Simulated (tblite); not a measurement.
Species: C7H5FO3.
Atom-mapped SMILES: `[CH3:1][c:2]1[o:3][c:4]([C:5](=[O:6])[F:7])[cH:8][c:9]1[CH:10]=[O:11]` (hydrogens: H12, H13, H14 on C1; H15 on C8; H16 on C10)

Structure optimised with GFN2-xTB, isolated species.

Give the optimised bond lengths and angles.

```csv
bond,length (bohr)
C1–C2,2.789
C2–O3,2.504
O3–C4,2.574
C4–C5,2.732
C5=O6,2.241
C5–F7,2.574
C4–C8,2.599
C8–C9,2.672
C9–C10,2.748
C10=O11,2.277
C2–C9,2.633
"C1–H12, C1–H13, C1–H14",2.056
C8–H15,2.024
C10–H16,2.089
```

Bonds in one row agree within 0.02 bohr and their mean is given. A selection of angles:
```csv
angle,degrees
C2–C1–H12,109.9
H12–C1–H13,110.1
H12–C1–H14,106.7
C1–C2–O3,119.9
C1–C2–C9,129.9
O3–C2–C9,110.2
C2–O3–C4,108.1
O3–C4–C5,120.8
O3–C4–C8,109.8
C5–C4–C8,129.4
C4–C5–O6,128.5
C4–C5–F7,111.5
O6–C5–F7,120.0
C4–C8–C9,106.1
C4–C8–H15,126.2
C9–C8–H15,127.7
C8–C9–C10,128.0
C2–C9–C8,105.8
C2–C9–C10,126.2
C9–C10–O11,124.8
C9–C10–H16,113.5
O11–C10–H16,121.7
```

Torsions: O3–C4–C5–O6 180° (antiperiplanar); C8–C9–C10–O11 180° (antiperiplanar).

The 4 C–O bonds span 1.186 Å (C5=O6, drawn double) to 1.362 Å (O3–C4, aromatic), a spread of 0.176 Å. The 5-membered ring C2–O3–C4–C8–C9 has internal angles of 105.8° to 110.2°; it is planar, 0.00 Å rms from its mean plane, widest ring torsion 0°. The C–C distances run from 1.375 Å (C4–C8, aromatic) to 1.476 Å (C1–C2, drawn single), a spread of 0.101 Å. The 11 heavy atoms lie in one plane (0.000 Å rms). Of the pairs four or more bonds apart, C1···O11 is among the closest relative to their van der Waals radii: 3.04 Å, 95 % of the sum of Bondi's values. O3 (furan-type oxygen) is bent (angle 108.1°).

Point group: Cs (every atom within 0.08 Å of its image). GFN2-xTB frequencies show an imaginary mode (42i cm⁻¹), so the point is no minimum at that level.

These are computed values.
